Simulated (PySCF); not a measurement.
A structure optimised at PBE-D3(BJ)/def2-SVP, used in a PySCF frequency run:

```xyz
8

Si     0.5191    -0.5739     0.0000
Cl     1.4270     0.1595     1.6974
Cl     1.4270     0.1595    -1.6974
C     -1.3237     0.0330     0.0000
F     -1.4351     1.3787     0.0000
F     -1.9709    -0.4406    -1.0955
F     -1.9709    -0.4406     1.0955
H      0.5473    -2.0650     0.0000
```

Write its SMILES, formula and point group.

FC(F)(F)[SiH](Cl)Cl, CHCl2F3Si, Cs

What are its rotational constants (standard atomic weights)?

1.6373, 1.2067, 0.82865 GHz
